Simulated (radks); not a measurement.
These are the eigenvalues of the occupied orbitals of an atom or ion with whole-number occupations (eV). Calculated with a radial shooting solver on a logarithmic mesh with Libxc functionals: scalar-relativistic Kohn-Sham, LDA (Slater exchange, Perdew-Wang correlation), spin-polarised, spherical densities, point nucleus.

orbital  eigenvalue
1s up     -50094.45
1s down   -50094.44
2s up     -8303.930
2s down   -8303.822
2p up     -7396.755
2p down   -7396.671
3s up     -1871.674
3s down   -1869.129
3p up     -1590.655
3p down   -1588.131
3d up     -1218.597
3d down   -1216.621
4s up     -408.8776
4s down   -403.3437
4p up     -315.9757
4p down   -310.5145
4d up     -187.3831
4d down   -182.0505
5s up      -84.0984
5s down    -81.4459
5p up      -59.9688
5p down    -57.9076
4f up      -47.3022
6p up      -20.5347

Which element is it, and in what charge state? The configuration may be excited. Open shells, if any, are filled with parallel spins first.

Answer. Z = 64, gadolinium, charge +3: Gd3+ in [Xe] 4f6 6p1. The list shows which subshells hold electrons but not how many an open one holds; the 1s level, -1840.9 hartree, gives Z - s = 60.7 by -(Z - s)^2/2, which with screening and relativity narrows Z to a few neighbours, and the depths of the outer levels then fix element, charge and occupations together.
